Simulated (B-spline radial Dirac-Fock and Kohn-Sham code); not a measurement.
## Core-level shifts of indium with charge state

Model: relaxed Dirac-Fock hole states (ΔSCF) with Breit and QED corrections and a finite nucleus. Program: a radial B-spline solver. Each ion is free and in its tabulated ground configuration. No correlation.

Reference: In³⁴⁺, [Ne] 3s2 3p3, with 1s 29892.9 eV, 2s 6105.6 eV, 2p3/2 5604.3 eV, 3s 2334.8 eV. Shifts from it, in eV (a dash: the subshell is empty, belongs to an open shell averaged over j, or its hole state is left out as unreliable):

| ion | configuration | 1s | 2s | 2p3/2 | 3s |
| --- | --- | --- | --- | --- | --- |
| In³⁵⁺ | [Ne] 3s2 3p2 | +117.3 | +100.3 | +101.7 | +70.3 |
| In³⁶⁺ | [Ne] 3s2 3p1 | +236.5 | +201.9 | +204.8 | +141.3 |
| In³⁷⁺ | [Ne] 3s2 | +357.6 | +304.9 | +309.3 | +213.2 |
| In³⁸⁺ | [Ne] 3s1 | – | – | +411.1 | +293.2 |
| In³⁹⁺ | [He] 2s2 2p6 | +590.0 | +500.3 | +514.1 | – |

Values without a named source are computed, but for edge energies of neutral atoms, which are taken from tables.
